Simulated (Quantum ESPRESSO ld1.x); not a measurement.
Values are calculated unless marked as measured or tabulated.
Problem. The mean radii <r> (bohr) of the occupied orbitals of an atom or ion are listed with their occupations. Code: ld1.x of Quantum ESPRESSO 7.5. Model: non-relativistic Kohn-Sham, LDA (Slater exchange, Perdew-Zunger correlation), spin-polarised, spherical densities, point nucleus.

orbital  occ.     <r>
1s up       1  0.2317
1s down     1  0.2309
2s up       1   1.240
2s down     1   1.278
2p up       2   1.249

Name the element and its charge. Open shells, if any, are filled with parallel spins first.

Solution. Z = 7, nitrogen, charge +1: N+ in [He] 2s2 2p2. The 1s radius gives Z: for a bare nucleus <r> = 1.5/Z, 0.2143 bohr for Z = 7, and screening makes it slightly larger (0.2317 here). The occupations add up to 6, and the charge is Z minus that.
